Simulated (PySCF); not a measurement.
H6W, SMILES [WH6-], charge -1, multiplicity 2. Atoms are numbered in the order given.

```xyz
7

W      0.0000     0.0000     0.0000
H      1.3236    -0.7642    -0.9950
H      1.3236     0.7642     0.9950
H      0.0000    -1.5283     0.9950
H      0.0000     1.5283    -0.9950
H     -1.3236     0.7642     0.9950
H     -1.3236    -0.7642    -0.9950
```
Charge -1, spin multiplicity 2.

The structure is a stationary point at B3LYP-D3(BJ)/def2-TZVPD. A frequency run showed that this geometry is not a minimum. The multiplicity is an assumed one; other spin states were not compared. The def2 effective core potentials stand for the cores of W; spin–orbit coupling is left out.

Method: r2SCAN/def2-TZVPD in PySCF.

Mulliken values depend strongly on the basis, most of all with diffuse functions as here. ESP charges are fitted to the potential on shells at 1.4 to 2.0 van der Waals radii. Atomic charges (e):

```json
[
 {"atom": "W1", "Mulliken": "0.63", "ESP fit": "___", "Mulliken spin": "1.21"},
 {"atom": "H2", "Mulliken": "-0.27", "ESP fit": "___", "Mulliken spin": "-0.03"},
 {"atom": "H3", "Mulliken": "-0.27", "ESP fit": "___", "Mulliken spin": "-0.03"},
 {"atom": "H4", "Mulliken": "-0.27", "ESP fit": "___", "Mulliken spin": "-0.03"},
 {"atom": "H5", "Mulliken": "-0.27", "ESP fit": "___", "Mulliken spin": "-0.03"},
 {"atom": "H6", "Mulliken": "-0.27", "ESP fit": "___", "Mulliken spin": "-0.03"},
 {"atom": "H7", "Mulliken": "-0.27", "ESP fit": "___", "Mulliken spin": "-0.03"}
]
```

Q: Fill in the missing entries. (Estimate from the structure and the level; the computed values follow.)

A: 
- W1, ESP fit: 0.36
- H2, ESP fit: -0.23
- H3, ESP fit: -0.23
- H4, ESP fit: -0.23
- H5, ESP fit: -0.23
- H6, ESP fit: -0.23
- H7, ESP fit: -0.23
